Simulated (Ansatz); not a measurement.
Geometry optimisation, RKS B3LYP/def2-SVP (Ansatz).

Input:

```yaml
crystal:
  periodic: [false, false, false]
  atoms:
    - { symbol: B, position_ang: [-0.007227, 0.271515, -0.050973] }
    - { symbol: F, position_ang: [-0.005424, 0.387352, 1.273471] }
    - { symbol: H, position_ang: [1.056194, 0.270378, -0.619274] }
    - { symbol: H, position_ang: [-1.074176, 0.218207, -0.610198] }
    - { symbol: Br, position_ang: [0.109828, -2.796809, 0.990441] }
    - { symbol: H, position_ang: [0.065505, -1.633843, 1.938832] }
basis:
  gaussian: { orbitals: def2-SVP }
hamiltonian:
  xc: b3lyp
relax:
  f_tol: 0.03
  max_steps: 50
```

Launched with:

```bash
$ ansatz run input.yaml --threads 2 --pin off --max-ram 3072MiB --backend cpu --events-out ev --progress --plain --runs-dir out
```

**Question.** Where does it end, and by what steps?

**Answer.** The forces met the threshold. The force dipped under the threshold on the way, but the program's further checks kept it going. After 21 steps the energy has fallen by 0.096 eV; Br5 moved furthest, 0.64 Å.

| step | energy less start (eV) | largest force component (eV/Å) | accepted |
| --- | --- | --- | --- |
| 0 | 0.0000 | 1.277 | yes |
| 1 | -0.0641 | 0.811 | yes |
| 2 | -0.0543 | 1.331 | no |
| 3 | -0.0920 | 0.115 | yes |
| 4 | -0.0926 | 0.078 | yes |
| 5 | -0.0928 | 0.062 | yes |
| 6 | -0.0931 | 0.045 | yes |
| 7 | -0.0933 | 0.019 | yes |
| 8 | -0.0936 | 0.038 | yes |
| 9 | -0.0935 | 0.125 | no |
| 10 | -0.0936 | 0.080 | no |
| 11 | -0.0937 | 0.028 | yes |
| 12 | -0.0938 | 0.120 | yes |
| 13 | -0.0900 | 0.379 | no |
| 14 | -0.0947 | 0.012 | yes |
| 15 | -0.0951 | 0.056 | yes |
| 16 | -0.0942 | 0.182 | no |
| 17 | -0.0954 | 0.037 | yes |
| 18 | -0.0956 | 0.073 | yes |
| 19 | -0.0958 | 0.071 | yes |
| 20 | -0.0854 | 0.546 | no |
| 21 | -0.0962 | 0.003 | yes |

```xyz
6
Properties=species:S:1:pos:R:3
B -0.013 0.463 -0.163
F 0.000 0.290 1.153
H 1.049 0.577 -0.720
H -1.087 0.504 -0.709
Br 0.119 -3.235 1.450
H 0.076 -1.883 1.911
```

Whether the end is a true minimum wasn't checked by a vibrational analysis.

Time of the run: 24 s on 2 threads of Arm Neoverse V2 (shared host), peak memory 0.14 GiB.
